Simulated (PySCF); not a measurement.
Structure problem from calculated spectra and properties.

Formula: C3H3F5O.

* Dipole: 2.67 D [wB97X-D/def2-SVPD]
* Rotational structure: rotational constants A, B, C: 2.576, 1.326, 1.272 GHz [PBE0-D3(BJ)/def2-SVP]
* 1H NMR: chemical shifts (computed TMS as zero) by class: 3.56 (3 H) ppm [GIAO HF/pcSseg-2]
* Triplet: lowest triplet excitation (Tamm–Dancoff): 9.29 eV [TDA wB97X-D/def2-SVPD]
* UV, first state: lowest singlet excitation: 9.40 eV (132 nm, f = 0.013) [TDDFT wB97X-D/def2-SVPD]
* NMR, other nuclei: isotropic shieldings of nuclei other than C and H, by class: 281 (1 O), 313 (3 F), 326 (2 F) ppm [GIAO HF/pcSseg-2]
* UV, strongest line: among the 10 lowest singlet transitions: S4 at 10.56 eV (117 nm, f = 0.064) [TDDFT wB97X-D/def2-SVPD]
* 13C NMR: chemical shifts (computed TMS as zero) by class: 109.2 (1 C), 108.2 (1 C), 47.9 (1 C) ppm [GIAO HF/pcSseg-2]

The electronic properties come from PySCF, for the isolated species, density fitting. Levels stand in brackets. The structure is a single PBE0-D3(BJ)/def2-SVP conformer in the gas phase; no vibrational or solvent corrections. Each NMR value is the plain mean over a class of atoms that symmetry, rotation or inversion makes alike.

**Question.** Propose a structure and show how it fits.

**Answer.** Numbering: `[CH3:1][O:2][C:3]([F:4])([F:5])[C:6]([F:7])([F:8])[F:9]`. Its formula, C3H3F5O, gives 0 degrees of unsaturation, so no ring and no π bond. 3 carbons fall into 3 classes; from least to most shielded: CF3 carbon [C6] (109.2 ppm), CF2 carbon [C3] (108.2 ppm), methoxy carbon [C1] (47.9 ppm). All hydrogens form one class (3.56 ppm): methyl hydrogen. The other shieldings belong to: 281 ppm, ether oxygen [O2]; 313 ppm, fluorine of a CF3 group [F7/F8/F9]; 326 ppm, fluorine of a CF2 group [F4/F5]. By its constants the optimised geometry is an asymmetric top. Structure: 1,1,1,2,2-pentafluoro-2-methoxyethane (`COC(F)(F)C(F)(F)F`). Computed isomers that give other values at the same levels: `OCC(F)(F)C(F)(F)F` (smallest rotational constant: 1.209 GHz; this holds for the one conformer computed). The assignments are read from this structure; whether some other isomer fits the data as well wasn't checked.

Conformer computed: `[CH3:1][O:2][C:3]([F:4])([F:5])[C:6]([F:7])([F:8])[F:9]`: C1–O2–C3–F4 -59°, O2–C3–C6–F7 -62°.
